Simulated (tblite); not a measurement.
Species: C7H9O (doublet state).
SMILES with atom numbers: `[OH:1][CH:2][C@:3]12[CH2:4][C@@H:5]3[C@H:6]([CH2:7]1)[C@H:8]23` (hydrogens: H9 on O1; H10 on C2; H11, H12 on C4; H13 on C5; H14 on C6; H15, H16 on C7; H17 on C8)

Computed with GFN2-xTB (tblite), gas phase: L-BFGS steps from a force-field or distance-geometry start until the largest atomic force falls under 0.01 eV/Å.

Step 34: E = -639.5689 eV
```
atom  x, y, z in Å  |  force x, y, z in eV/Å
O1      2.7768    0.5222   -0.2231   -0.002   0.010   0.010
C2      1.5634    1.1486   -0.0892    0.000   0.001   0.009
C3      0.3299    0.4070    0.0292    0.015  -0.021  -0.018
C4     -1.0391    1.0554   -0.2512    0.021   0.000   0.007
C5     -1.5010   -0.3339   -0.6386   -0.010   0.001   0.010
C6     -0.8447   -1.3108    0.3207   -0.011  -0.002   0.001
C7      0.0027   -0.4947    1.2685    0.012   0.011  -0.014
C8     -0.1040   -0.8166   -0.8827    0.003   0.021   0.006
H9      2.6397   -0.4329   -0.2201   -0.025   0.014   0.013
H10     1.6232    2.2181   -0.1456   -0.016  -0.004  -0.013
H11    -1.0136    1.7325   -1.1026    0.013  -0.013   0.001
H12    -1.5349    1.5387    0.5904    0.012   0.010   0.006
H13    -2.3949   -0.5825   -1.1853   -0.006   0.000  -0.018
H14    -1.2461   -2.2926    0.5053    0.002  -0.026  -0.010
H15    -0.4931    0.0027    2.1020    0.012   0.004  -0.002
H16     0.8710   -1.0424    1.6314   -0.002   0.000  -0.009
H17     0.3576   -1.3068   -1.7190   -0.017  -0.004   0.020
```

Step 35: E = -639.5691 eV
```
atom  x, y, z in Å  |  force x, y, z in eV/Å
O1      2.7774    0.5244   -0.2226   -0.007   0.011   0.012
C2      1.5630    1.1489   -0.0882   -0.002   0.001   0.008
C3      0.3299    0.4066    0.0296    0.023  -0.037  -0.039
C4     -1.0385    1.0554   -0.2513    0.026  -0.003   0.009
C5     -1.5019   -0.3337   -0.6375   -0.003   0.004  -0.004
C6     -0.8451   -1.3112    0.3209   -0.026   0.003  -0.006
C7      0.0032   -0.4953    1.2678    0.009   0.001  -0.008
C8     -0.1053   -0.8175   -0.8831    0.015   0.028   0.006
H9      2.6421   -0.4309   -0.2168   -0.025   0.016   0.013
H10     1.6196    2.2186   -0.1475   -0.009  -0.005  -0.015
H11    -1.0112    1.7316   -1.1033    0.006  -0.012   0.003
H12    -1.5326    1.5397    0.5905    0.003   0.016   0.008
H13    -2.3955   -0.5816   -1.1850   -0.006   0.000  -0.013
H14    -1.2482   -2.2924    0.5044    0.006  -0.029  -0.004
H15    -0.4910    0.0022    2.1017    0.004   0.008   0.009
H16     0.8708   -1.0441    1.6298    0.011  -0.004  -0.005
H17     0.3564   -1.3087   -1.7191   -0.023   0.003   0.026
```

Step 36: E = -639.5694 eV
```
atom  x, y, z in Å  |  force x, y, z in eV/Å
O1      2.7783    0.5283   -0.2216   -0.008   0.010   0.014
C2      1.5622    1.1494   -0.0871   -0.002   0.002   0.004
C3      0.3302    0.4053    0.0295    0.024  -0.044  -0.049
C4     -1.0372    1.0554   -0.2512    0.023  -0.006   0.009
C5     -1.5033   -0.3334   -0.6361    0.007   0.007  -0.023
C6     -0.8462   -1.3118    0.3212   -0.037   0.007  -0.012
C7      0.0040   -0.4963    1.2667    0.000  -0.015   0.001
C8     -0.1072   -0.8183   -0.8834    0.019   0.024   0.005
H9      2.6461   -0.4274   -0.2114   -0.025   0.018   0.012
H10     1.6138    2.2190   -0.1508    0.001  -0.005  -0.017
H11    -1.0077    1.7301   -1.1043   -0.002  -0.009   0.005
H12    -1.5290    1.5415    0.5906   -0.004   0.019   0.008
H13    -2.3966   -0.5800   -1.1851   -0.004   0.002  -0.003
H14    -1.2513   -2.2926    0.5030    0.013  -0.023   0.004
H15    -0.4876    0.0015    2.1015   -0.005   0.011   0.017
H16     0.8704   -1.0473    1.6272    0.025  -0.007   0.000
H17     0.3538   -1.3114   -1.7187   -0.026   0.008   0.024
```

Step 37: E = -639.5698 eV
```
atom  x, y, z in Å  |  force x, y, z in eV/Å
O1      2.7795    0.5333   -0.2201   -0.004   0.008   0.015
C2      1.5612    1.1498   -0.0861   -0.001   0.002  -0.001
C3      0.3310    0.4030    0.0288    0.016  -0.034  -0.035
C4     -1.0351    1.0553   -0.2509    0.013  -0.006   0.007
C5     -1.5049   -0.3327   -0.6348    0.015   0.010  -0.036
C6     -0.8484   -1.3122    0.3213   -0.036   0.009  -0.013
C7      0.0050   -0.4979    1.2656   -0.009  -0.028   0.011
C8     -0.1093   -0.8191   -0.8835    0.012   0.006   0.002
H9      2.6511   -0.4229   -0.2046   -0.024   0.018   0.010
H10     1.6066    2.2194   -0.1552    0.011  -0.002  -0.019
H11    -1.0036    1.7282   -1.1054   -0.007  -0.004   0.007
H12    -1.5248    1.5443    0.5906   -0.006   0.016   0.004
H13    -2.3978   -0.5778   -1.1854   -0.001   0.005   0.006
H14    -1.2545   -2.2933    0.5014    0.020  -0.011   0.010
H15    -0.4834    0.0007    2.1018   -0.009   0.010   0.016
H16     0.8702   -1.0515    1.6242    0.032  -0.008   0.003
H17     0.3501   -1.3146   -1.7179   -0.020   0.008   0.012
```

**Question.** Estimate the geometry and energy of step 38. (The exact step hangs on the optimiser's Hessian estimate; all steps are aligned on step 37, rigid shifts and turns removed.)

**Answer.** E = -639.5700 eV, largest force 0.037 eV/Å
```
atom  x, y, z in Å  |  force x, y, z in eV/Å
O1      2.7805    0.5375   -0.2187    0.002   0.007   0.015
C2      1.5604    1.1501   -0.0854   -0.001   0.002  -0.006
C3      0.3319    0.4006    0.0277    0.004  -0.013  -0.006
C4     -1.0333    1.0552   -0.2505    0.002  -0.004   0.002
C5     -1.5059   -0.3319   -0.6344    0.014   0.009  -0.033
C6     -0.8507   -1.3124    0.3212   -0.022   0.007  -0.008
C7      0.0055   -0.4997    1.2650   -0.012  -0.028   0.014
C8     -0.1108   -0.8197   -0.8835    0.000  -0.013  -0.001
H9      2.6548   -0.4190   -0.1990   -0.021   0.014   0.009
H10     1.6010    2.2195   -0.1590    0.017   0.000  -0.019
H11    -1.0007    1.7266   -1.1061   -0.008   0.003   0.007
H12    -1.5216    1.5468    0.5906   -0.002   0.007  -0.002
H13    -2.3988   -0.5760   -1.1857   -0.001   0.008   0.010
H14    -1.2565   -2.2941    0.5004    0.020   0.001   0.012
H15    -0.4802    0.0002    2.1025   -0.007   0.004   0.008
H16     0.8706   -1.0551    1.6220    0.026  -0.007   0.002
H17     0.3468   -1.3169   -1.7172   -0.010   0.002  -0.005
```

The energy changes by -0.0003 eV. The first-order estimate −F·Δx gives -0.0004 eV and the mean of the old and new forces, exact on a quadratic surface, -0.0003 eV. The step makes an angle of 77° with the force vector and moves no atom by more than 0.008 Å.

What follows is the cost of the whole relaxation. The run took 1.4 s wall on an Intel Xeon at 2.50 GHz with one thread, shared host with 64 logical CPUs at a one-minute load of 63.
